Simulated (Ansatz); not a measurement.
Input file for Ansatz (a first-principles code): R-CCSD(T)/cc-pVTZ on CH5B (SMILES BC), a point of a torsion scan.

Ansatz 0.2 input:
```yaml
crystal:
  periodic: [false, false, false]
  atoms:
    - {symbol: B, position_ang: [0.89691992, 0.06805798, 0.00234058]}
    - {symbol: C, position_ang: [-0.66100003, -0.08378512, -0.00729445]}
    - {symbol: H, position_ang: [1.60229087, -0.86460429, -0.02487636]}
    - {symbol: H, position_ang: [1.36515401, 1.14015240, 0.04177173]}
    - {symbol: H, position_ang: [-1.08332978, 0.36218183, 0.89394830]}
    - {symbol: H, position_ang: [-1.02405856, -1.10582935, -0.07299890]}
    - {symbol: H, position_ang: [-1.09580849, 0.48073056, -0.83237457]}
basis:
  gaussian:
    orbitals: cc-pVTZ
magnetization: {spin_polarized: false}
correlation: {method: ccsd_t, electrons: outside_noble_gas}
scf: {lower_state_search: off}
```

The log:

```
WARN ansatz: RAYON_NUM_THREADS=1 ignored (pool sized by the plan → 1); use --threads N
Functional definition: HF
these checks for a lower state are left out or cut short: stability, starts, cluster_reference, orbital_swaps, neighbouring_geometries, increment
integrals: 0.23 GiB planned
718 factors; integrals over basis functions are off by at most 1.3e-3 eV
mean field: 0.20 GiB planned
mean field evaluation 1: about -1779.7484 eV, gradient 2.5e1 eV
mean field evaluation 2: about -1779.7470 eV, gradient 2.5e1 eV
mean field evaluation 4: about -1781.3979 eV, gradient 2.2e0 eV
mean field evaluation 8: about -1781.4185 eV, gradient 5.9e-4 eV
mean field -1781.41850255 eV, -65.4659224800 hartree, gradient 3.4e-6 eV, S^2 0.000000; 0 other end points of the search recorded, 0 dependent functions left out
2 core orbitals not correlated
reference -1781.41850255 eV, -65.4659224800 hartree; 6, 6 occupied and 122, 122 virtual orbitals, 718 factors
second order -7.83432540 eV of doubles, -0.00000000 eV of singles
coupled cluster: 0.71 GiB planned
cycle   1  -8.44734477 eV  change   -6.1e-1 eV  update   5.5e-2
cycle   2  -8.67892424 eV  change   -2.3e-1 eV  update   1.7e-2
cycle   3  -8.70058217 eV  change   -2.2e-2 eV  update   5.2e-3
cycle   4  -8.69897782 eV  change    1.6e-3 eV  update   1.4e-3
cycle   5  -8.69875298 eV  change    2.2e-4 eV  update   5.2e-4
cycle   6  -8.69865100 eV  change    1.0e-4 eV  update   1.7e-4
cycle   7  -8.69864623 eV  change    4.8e-6 eV  update   4.6e-5
cycle   8  -8.69864783 eV  change   -1.6e-6 eV  update   1.2e-5
perturbative correction -0.27170853 eV, -0.0099851042 hartree
Total energy: -1790.38885891 eV, -65.7955769958 hartree
Checks for a lower state left out: stability, starts, cluster_reference, orbital_swaps, neighbouring_geometries, increment
```

The run converged.

Cost: very roughly 5 core-seconds.
